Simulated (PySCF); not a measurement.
Calculation: PySCF with M06-2X/def2-TZVP // B3LYP-D3(BJ)/def2-TZVP. Gas-phase values, no solvent. One relaxed conformer stands for a flexible species; it need not be the lowest. Excitations are Tamm–Dancoff values on a coarser integration grid. The basis has no diffuse functions, so Rydberg states are missing or too high.

Reference species (SMILES): `N#C/C=C/C[SiH3]` (neutral, multiplicity 1).

```yaml
brightest of the four lowest singlets (TDA): 6.27 eV
T1 excitation (TDA): 3.96 eV
```

Changed species: `N#CC/C=C/[SiH3]`.

Q: What does the change do to the brightest of the four lowest singlets (TDA) and T1 excitation (TDA)?

A: the brightest of the four lowest singlets (TDA) rises by 1.26 eV, to 7.53 eV; the T1 excitation (TDA) increases by 0.72 eV, to 4.68 eV.
